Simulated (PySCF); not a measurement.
A structure optimised at ωB97X-D3(BJ)/def2-SVP, used in a PySCF frequency run:

```xyz
12

C     -1.0568     0.8080     0.4705
C     -0.0383    -0.0042    -0.3481
C      1.4015     0.3554     0.0132
N     -0.2510    -1.4235    -0.1895
H     -0.8861     1.8880     0.3406
H     -0.9595     0.5715     1.5423
H     -2.0907     0.5847     0.1604
H     -0.2082     0.2434    -1.4201
H      1.6072     1.4220    -0.1702
H      1.5881     0.1415     1.0780
H      2.1061    -0.2466    -0.5800
H     -1.2377    -1.5948    -0.4374
```
Charge 0, spin multiplicity 2.

### Question
Write its SMILES and formula.

### Answer
CC(C)[NH], C3H8N

### Question
What are its rotational constants (standard atomic weights)?

### Answer
8.9103, 7.9767, 4.7930 GHz
